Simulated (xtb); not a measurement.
CsI, charge -1, doublet, at the geometry of the source list (GFN-xTB shapes and energies of metal compounds can be far from the true ones) (a state made from the parent by changing its charge; the spin is typed, not shown lowest); GFN2-xTB with ALPB(ch2cl2) run with xtb.

Input for xtb:
```
$ xtb mol.xyz --gfn 2 --chrg -1 --uhf 1 --alpb ch2cl2 --json

# file mol.xyz
2

Cs    -1.12140000    -0.79660000    -0.95550000
I      1.12140000     0.79660000     0.95550000
```

Question: Write the output that xtb gives for this input, abridged.

Answer: 
```
   ID    Z sym.   atoms
    1   55 Cs     1
    2   53 I      2

           -------------------------------------------------
          |                Calculation Setup                |
           -------------------------------------------------

           -------------------------------------------------
          |                 G F N 2 - x T B                 |
           -------------------------------------------------

      * Solvation model:               ALPB
        Solvent                        ch2cl2
        Parameter file                 internal GFN2-xTB/ALPB
        Dielectric constant                8.9300E+00
        Reference state                gsolv [1 M gas/solution]
        Free energy shift                  4.1487E-03 Eh       2.6033E+00 kcal/mol
        Temperature                        2.9815E+02 K
        Density                            1.3300E+00 kg/L
        Solvent mass                       8.4930E+01 g/mol
        Interaction kernel             P16
        Born radius scaling (c1)           1.5691E+00
        Born radii integrator          GBOBC
        Born offset                        0.0000E+00 a0       0.0000E+00 AA
        H-bond correction              false
        Ion screening                  false
        Surface tension                    1.0000E-05 Eh       1.5569E+01 dyn/cm
        Grid points                               230 per atom

          ...................................................
          :                      SETUP                      :
          :.................................................:
          :  # basis functions                  14          :
          :  # atomic orbitals                  13          :
          :  # shells                            5          :
          :  # electrons                         9          :
          :  max. iterations                   250          :
          :  Hamiltonian                  GFN2-xTB          :
          :  restarted?                      false          :
          :  GBSA solvation                   true          :
          :  PC potential                    false          :
          :  electronic temp.          300.0000000     K    :
          :  accuracy                    1.0000000          :
          :  -> integral cutoff          0.2500000E+02      :
          :  -> integral neglect         0.1000000E-07      :
          :  -> SCF convergence          0.1000000E-05 Eh   :
          :  -> wf. convergence          0.1000000E-03 e    :
          :  Broyden damping             0.4000000          :
          :  net charge                         -1          :
          :  unpaired electrons                  1          :
          ...................................................

 iter      E             dE          RMSdq      gap      omega  full diag
   1     -3.8840913 -0.388409E+01  0.408E+01    2.24       0.0  T
   2     -4.2904228 -0.406332E+00  0.108E+01    1.76       1.0  T
   3     -4.2907161 -0.293305E-03  0.677E+00    1.81       1.0  T
   4     -4.2909813 -0.265194E-03  0.751E-01    1.90       1.0  T
   5     -4.2910029 -0.215816E-04  0.342E-01    1.91       1.0  T
   6     -4.2910087 -0.585321E-05  0.197E-01    1.92       1.0  T
   7     -4.2910101 -0.130937E-05  0.829E-02    1.92       1.0  T
   8     -4.2910101 -0.106826E-07  0.227E-02    1.92       3.1  T
   9     -4.2910101 -0.413059E-09  0.123E-03    1.92      57.7  T
  10     -4.2910101 -0.367173E-11  0.128E-04    1.92     553.5  T
  11     -4.2910101 -0.301981E-13  0.685E-06    1.92   10321.8  T

   *** convergence criteria satisfied after 11 iterations ***

         :::::::::::::::::::::::::::::::::::::::::::::::::::::
         ::                     SUMMARY                     ::
         :::::::::::::::::::::::::::::::::::::::::::::::::::::
         :: total energy              -4.287924974160 Eh    ::
         :: total w/o Gsasa/hb        -4.274285622758 Eh    ::
         :: gradient norm              0.028906111271 Eh/a0 ::
         :: HOMO-LUMO gap              1.920741603899 eV    ::
         ::.................................................::
         :: SCC energy                -4.291010069360 Eh    ::
         :: -> isotropic ES            0.160275639442 Eh    ::
         :: -> anisotropic ES         -0.009900098722 Eh    ::
         :: -> anisotropic XC         -0.002645163442 Eh    ::
         :: -> dispersion             -0.000633426819 Eh    ::
         :: -> Gsolv                  -0.091331791674 Eh    ::
         ::    -> Gelec               -0.077692440272 Eh    ::
         ::    -> Gsasa               -0.017788048763 Eh    ::
         ::    -> Ghb                  0.000000000000 Eh    ::
         ::    -> Gshift               0.004148697361 Eh    ::
         :: repulsion energy           0.003085095200 Eh    ::
         :: add. restraining           0.000000000000 Eh    ::
         :: total charge              -1.000000000000 e     ::
         :::::::::::::::::::::::::::::::::::::::::::::::::::::

           -------------------------------------------------
          |                Property Printout                |
           -------------------------------------------------

    * Orbital Energies and Occupations

         #    Occupation            Energy/Eh            Energy/eV
      -------------------------------------------------------------
         1        2.0000           -0.5694688             -15.4960
         2        2.0000           -0.3088659              -8.4047
         3        2.0000           -0.3075811              -8.3697
         4        2.0000           -0.3075811              -8.3697
         5        1.0000           -0.0913371              -2.4854 (HOMO)
         6                         -0.0207511              -0.5647 (LUMO)
         7                         -0.0207511              -0.5647
         8                          0.2318806               6.3098
         9                          0.2349020               6.3920
        10                          0.2349020               6.3920
        11                          0.2356822               6.4132
        12                          0.2356822               6.4132
        13                          0.2641535               7.1880
      -------------------------------------------------------------
                  HL-Gap            0.0705860 Eh            1.9207 eV
             Fermi-level           -0.1277516 Eh           -3.4763 eV

     #   Z          covCN         q      C6AA      α(0)
     1  55 Cs       0.729    -0.040   517.633    73.700
     2  53 I        0.729    -0.960   450.077    36.626

 Mol. C6AA /au·bohr⁶  :       1847.883476
 Mol. C8AA /au·bohr⁸  :     391032.516219
 Mol. α(0) /au        :        110.325917

Wiberg/Mayer (AO) data.
largest (>0.10) Wiberg bond orders for each atom

 ---------------------------------------------------------------------------
     #   Z sym  total        # sym  WBO       # sym  WBO       # sym  WBO
 ---------------------------------------------------------------------------
     1  55 Cs   0.078
     2  53 I    0.078
 ---------------------------------------------------------------------------

molecular dipole:
                 x           y           z       tot (Debye)
 q only:       -1.948      -1.384      -1.660
   full:       -0.551      -0.391      -0.469       2.091
molecular quadrupole (traceless):
                xx          xy          yy          xz          yz          zz
 q only:       -1.728      -4.785       1.609      -5.740      -4.077       0.118
  q+dip:       -3.869     -10.717       3.605     -12.855      -9.132       0.265
   full:       -4.256     -11.788       3.965     -14.139     -10.044       0.291

           -------------------------------------------------
          | TOTAL ENERGY               -4.287924974160 Eh   |
          | GRADIENT NORM               0.028906111271 Eh/α |
          | HOMO-LUMO GAP               1.920741603899 eV   |
           -------------------------------------------------

normal termination of xtb
```
